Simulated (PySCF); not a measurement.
## Worked example: dipole moment from atomic charges

aminoborane (BH4N), SMILES BN. Atoms are numbered in the order given.

```xyz
6

B      0.0000     0.0000    -0.7807
N      0.0000     0.0000     0.6121
H      0.0000     1.0536    -1.3608
H      0.0000    -1.0536    -1.3608
H      0.0000    -0.8476     1.1702
H      0.0000     0.8476     1.1702
```
Charge 0, spin multiplicity 1.

The structure is a stationary point at PBE-D3(BJ)/def2-TZVP.

Charges (e) from HF/def2-TZVPD (PySCF):

```tsv
atom	ESP fit	IAO
B1	0.438	0.123
N2	-0.978	-0.596
H3	-0.127	-0.035
H4	-0.127	-0.035
H5	0.397	0.272
H6	0.397	0.272
```

The dipole moment of the full density is 1.67 D.

**Question.** What dipole moment does each set of point charges give, and which comes closer to that of the density?

**Answer.** 
μ = Σ q r, and 1 e Å = 4.8032 D.
ESP fit: Σ q r = (0.000, 0.000, 0.334) e Å, |μ| = 1.61 D.
IAO: Σ q r = (0.000, 0.000, 0.271) e Å, |μ| = 1.30 D.
ESP fit comes closer in size. Point charges leave out the atoms' own dipoles (lone pairs, polarised bonds); fits to the potential absorb them, partitions of the density don't.
